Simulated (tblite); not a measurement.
Q: Give a GFN2-xTB geometry of `O1C([C@@H](C#N)C(C)=[C]1)=S` [radical]. (Doublet state.)

A: 
```
atom  x, y, z in Å
C1     1.7046    0.1965   -0.8841
C2     0.3906   -0.3913   -0.5435
C3    -0.1464   -1.5772   -0.7773
O4    -1.3999   -1.7396   -0.2939
C5    -1.7936   -0.6171    0.3187
S6    -3.2511   -0.4419    1.0034
C7    -0.6828    0.4024    0.2436
C8    -0.1912    0.7743    1.5453
N9     0.2453    1.0390    2.5671
H10    2.3344   -0.5525   -1.3545
H11    1.5827    1.0357   -1.5701
H12    2.1994    0.5642    0.0152
H13   -0.9964    1.3081   -0.2875
```

Any rigid rotation of these coordinates is as good. Atoms count from 1 in this order. C5 (carbon bonded to C, O and S) is planar (angles 127.6°, 123.3° and 109.1°, sum 360.0°, 0.00 Å off the plane of its three neighbours). The 5-membered ring C2–C3–O4–C5–C7 has internal angles of 100.9° to 114.9°; it is planar, 0.00 Å rms from its mean plane, widest ring torsion 0°. O4 (oxygen bonded to 2 C) is bent (angle 109.6°). The C–C distances run from 1.323 Å (C2=C3, drawn double) to 1.550 Å (C2–C7, drawn single), a spread of 0.227 Å.

Bonds between heavy atoms (Å): C1–C2 1.479, C2=C3 1.323, C3–O4 1.353, O4–C5 1.338, C5=S6 1.620, C5–C7 1.510, C7–C8 1.440, C8≡N9 1.142, C2–C7 1.550.

Structure optimised with GFN2-xTB, isolated species. This method treats the open shell by occupation alone, without spin polarisation.

Point group: C1 (no symmetry element, even within 0.4 Å). Its GFN2-xTB frequencies are all real (lowest 73 cm⁻¹). 2 starts were optimised and ended at 0.00 and 0.79 kcal/mol (GFN2-xTB); the lowest of these is shown.

The numbers are calculated, not measured.
